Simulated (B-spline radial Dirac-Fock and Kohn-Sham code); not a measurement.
The L2-M45M45 Auger spectrum of Mo⁴⁺

System: molybdenum as Mo⁴⁺, configuration [Kr] 4d2, inside a Watson sphere of charge -4 and radius 2.7 Å (a model of the Madelung potential; inside it an electron's potential energy is raised by 21.3 eV).

Input of the calculation (task.json; shells as n, l, electrons):

```json
{"items": [{
  "Z": 42,
  "q": 4,
  "cfg": [[1, 0, 2], [2, 0, 2], [2, 1, 6], [3, 0, 2], [3, 1, 6], [3, 2, 10], [4, 0, 2], [4, 1, 6], [4, 2, 2]],
  "A": 98,
  "rrms": 4.4091,
  "watson": [-4, 2.7],
  "do": ["binding", "quiet", "double"]
}]}
```

Command: `python xray_run.py task.json out`

Level of theory: Dirac-Fock (average of configuration) total-energy differences with a finite nucleus, the Breit interaction including its frequency dependence, and self-energy and vacuum-polarisation corrections; a radial B-spline solver. The two-hole levels come from diagonalising the Coulomb interaction among the jj configurations; intensities are independent-particle Coulomb rates. Kinetic energies are from the vacuum level. Correlation and solid-state effects are left out. Open outer shells are spectators and are not coupled to the holes.

| kinetic energy (eV) | J | leading jj holes (weight) | leading LS term (weight) |
| --- | --- | --- | --- |
| 2072.9 | 0 | M4M4 (0.64) | ¹S0 (0.94) |
| 2085.5 | 4 | M4M5 (0.89) | ¹G4 (0.98) |
| 2086.0 | 2 | M4M4 (0.58) | ¹D2 (0.52) |
| 2086.9 | 1 | M4M5 (1.00) | ³P1 (1.00) |
| 2087.0 | 0 | M5M5 (0.64) | ³P0 (0.94) |
| 2089.3 | 2 | M5M5 (0.42) | ³P2 (0.55) |
| 2092.4 | 2 | M5M5 (0.58) | ³F2 (0.64) |
| 2093.0 | 3 | M4M5 (1.00) | ³F3 (1.00) |
| 2095.8 | 4 | M5M5 (0.89) | ³F4 (0.98) |

The intensity is shared as follows: 2085.5 eV 66.0 %, 2086.0 eV 11.3 %, 2093.0 eV 8.4 %, 2089.3 eV 7.3 %, 2095.8 eV 3.0 %, 2072.9 eV 2.2 %, 2086.9 eV 1.1 %, 2092.4 eV 0.6 %, 2087.0 eV 0.1 %.

The strongest line, by its leading LS label ¹G4, lies at 2085.5 eV. The mean weight of the leading component is 0.74 in jj and 0.84 in LS coupling, so LS labels describe these levels better.
